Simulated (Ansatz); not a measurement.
A structure relaxed at PBE-D4/def2-SVP in Ansatz, charge 0, singlet:

Cartesian coordinates in Å:
```
N 3.109 0.741 2.654
Al 2.621 -1.178 2.854
Al 3.389 -1.470 -0.155
N 1.946 -1.677 1.116
Al 1.515 -3.555 1.211
N 0.899 -4.007 -0.627
Al 1.640 1.908 2.157
N 0.295 1.424 3.496
Al 2.353 1.502 -0.719
N 2.685 -0.193 -1.530
N 0.932 1.236 0.518
Al 0.477 -0.625 0.584
Al -1.407 0.799 2.776
N -0.979 -0.824 1.851
Al 1.199 -0.978 -2.432
N -0.182 -1.158 -1.137
Al -0.647 -3.006 -1.238
Al -2.541 -1.635 1.093
N -1.890 -3.271 0.252
N 1.649 2.692 -2.122
Al -0.587 2.317 0.024
N -1.974 1.961 1.343
Al 0.023 2.082 -3.028
N 0.555 0.338 -3.748
N -1.242 1.735 -1.675
Al -1.719 -0.115 -1.657
Al -3.603 1.282 0.572
N -3.056 -0.365 -0.264
Al -2.745 2.841 -2.263
N -4.116 2.504 -0.850
H 3.557 1.060 3.527
H 3.867 0.774 1.947
H 3.914 -1.996 3.333
H 1.380 -1.095 3.927
H 4.646 -0.709 0.527
H 3.647 -2.854 -0.955
H 2.744 -4.509 1.597
H 0.138 -3.763 2.084
H 1.713 -3.854 -1.250
H 0.725 -5.023 -0.675
H 1.947 3.473 2.269
H 0.665 0.598 4.018
H 0.157 2.167 4.198
H 3.641 2.201 -0.059
H 3.493 -0.125 -2.172
H -2.471 0.690 3.964
H -0.613 -1.486 2.563
H 1.523 -2.351 -3.203
H -1.320 -3.549 -2.582
H -3.724 -2.000 2.105
H -1.359 -3.750 1.013
H -2.667 -3.903 0.005
H 2.391 2.947 -2.793
H 1.411 3.587 -1.656
H -0.191 3.880 0.039
H -2.212 2.870 1.776
H -0.386 3.084 -4.205
H 1.221 0.432 -4.531
H -0.292 -0.073 -4.184
H -2.289 -0.629 -3.076
H -4.815 1.131 1.606
H -3.898 -0.752 -0.727
H -2.384 4.404 -2.121
H -3.390 2.241 -3.612
H -4.394 3.412 -0.444
H -4.977 2.164 -1.307
```

Question: Give its formula and point group.

Answer: Al₁₅N₁₅H₃₆, a nanocrystal cut from wurtzite AlN (hydrogen-capped). Point group Cs (tolerance 0.1 Å).

Question: Summarise the bond lengths by kind (pairs closer than 1.2 times the sum of covalent radii, bridged metal pairs left out).

Answer: 42 × Al–N 1.88 to 2.00 Å; 18 × Al–H 1.60 to 1.64 Å; 18 × H–N 1.03 to 1.04 Å.

Single mean-field runs in def2-SVP are fitted with def2-universal-jkfit.
